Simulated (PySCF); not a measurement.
**Peak assignment**

Atoms are numbered as in `[SiH3:1]/[CH:2]=[C:3](/[SiH3:4])[O:5][SiH2:6][PH2:7]` (H(Xn): hydrogen on atom n).

- geometry: GFN2-xTB
- shieldings: GIAO PBE0/pcSseg-1
- code: PySCF 2.14
- one computed conformer, non-relativistic, averaged over atoms made equivalent by symmetry, fast rotation or ring inversion, isolated molecule

Scale: 13C and 1H against TMS (reference shieldings calculated alike).

Problem. Assign these signals to the numbered atoms. 13C{1H} NMR (computed): δ 173.0, 127.7.

Solution. 
| δ (ppm) | atoms | environment | reason |
| --- | --- | --- | --- |
| 173.0 | C3 | alkene carbon bearing oxygen | an sp2 carbon further deshielded by the attached heteroatom |
| 127.7 | C2 | β carbon of an enol-ether or enamine type C=C | – |

Problem. Assign these signals to the numbered atoms. 1H NMR (400 MHz, computed): δ 5.82 (q, 1H), 5.77 (m, 2H), 4.31 (s, 3H), 4.11 (d, 3H), 1.14 (m, 2H).

Solution. 
5.82 → H(C2), hydrogen on a β carbon of an enol-ether or enamine type C=C: olefinic region
5.77 → H(Si6), hydrogen on a silicon bonded to O, P
4.31 → H(Si4), hydrogen on a silicon bonded to C
4.11 → H(Si1), hydrogen on a silicon bonded to C
1.14 → H(P7), hydrogen on a phosphorus bonded to Si

H(C2) and H(Si6) lie closer than the usual error of such a calculation, so a measured spectrum could show them in the other order.

Splittings by 31P in the carbon and heteronuclear signals aren't shown, as no couplings were computed. Shifts are as computed. Against solution values, carbons near 30 ppm lie about +3 ppm off and those near 130 ppm about +5 ppm. Of 1309 compounds with measured shifts, 239 miss one by over three times the rms of a fit or turn the order of signals round; such compounds aren't used in these exercises. No couplings were computed; multiplicities are counted from neighbouring protons, with m where these are inequivalent, close in shift, in a saturated or five-membered ring or joined by F or P, and br s for small geminal =CH2 splittings.
